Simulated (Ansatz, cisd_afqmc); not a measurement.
System: HSiO, charge 1, singlet. HSiO+ (SMILES [OH+]=[Si]).
B3LYP-D3(BJ)/def2-TZVP minimum from Ansatz (a program for electronic structure):
```
O
H 1 0.9669
Si 1 1.5433 2 180.00
```
Charge +1, spin multiplicity 1.

Total energies in cc-pV(T+d)Z, 10 correlated electrons, 6 frozen orbitals. UHF or UKS for unpaired electrons; spin-orbit terms are left out. Correlated methods leave the cores frozen. No relativity. AFQMC is phaseless with a CISD trial state; ± is one standard error, without the phaseless bias. Outlying blocks are dropped, and bars are widened where a walk drifts. Over all cases where full CI ran beside it in this data, AFQMC minus full CI had a median of +0.1 mEh and passed +0.4 mEh in a tenth of the cases.

```json
[
 {"method": "HF", "program": "Ansatz", "energy (Eh)": "-364.17649", "minus CCSDT(Q) (mEh)": "338.32"},
 {"method": "MP2", "program": "Ansatz", "energy (Eh)": "-364.48897", "minus CCSDT(Q) (mEh)": "25.85"},
 {"method": "CCSD", "program": "Ansatz", "energy (Eh)": "-364.50139", "minus CCSDT(Q) (mEh)": "13.42"},
 {"method": "CCSD(T)", "program": "Ansatz", "energy (Eh)": "-364.51375", "minus CCSDT(Q) (mEh)": "1.06"},
 {"method": "CCSDT(Q)", "program": "Ansatz", "energy (Eh)": "-364.51481", "minus CCSDT(Q) (mEh)": "0.00"},
 {"method": "AFQMC/CISD", "program": "cisd_afqmc", "energy (Eh)": "-364.5151 ± 0.0006", "minus CCSDT(Q) (mEh)": "-0.3 ± 0.6"}
]
```

Rough core times of Ansatz's runs on a shared machine: CCSD(T) under 20 s, CCSDT(Q) 80 s.
